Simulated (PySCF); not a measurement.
Computed shifts of a molecule C5H8O, PBE/pcSseg-1 in PySCF, GIAO, gas phase, equivalent atoms averaged, in ppm (number of nuclei): ¹³C: 138.5 (2), 79.7 (1), 51.2 (2). ¹H: 6.26 (2), 4.47 (1), 3.09 (2), 2.70 (2), 1.13 (1). References: ¹⁷O against H2O (σ = 334.3 ppm); ¹³C against TMS (σ = 182.0 ppm); ¹H against TMS (σ = 31.49 ppm), references at their B3LYP-D3(BJ)/def2-TZVP geometries, non-relativistic. Coordinates come from a B3LYP-D3(BJ)/def2-SVP optimisation. Other conformers were not sampled.

Question: Which structure fits?
A) C=COC(=C)C
B) O=CC1CCC1
C) CC=C1COC1
D) OC1CC=CC1

Answer: D, OC1CC=CC1
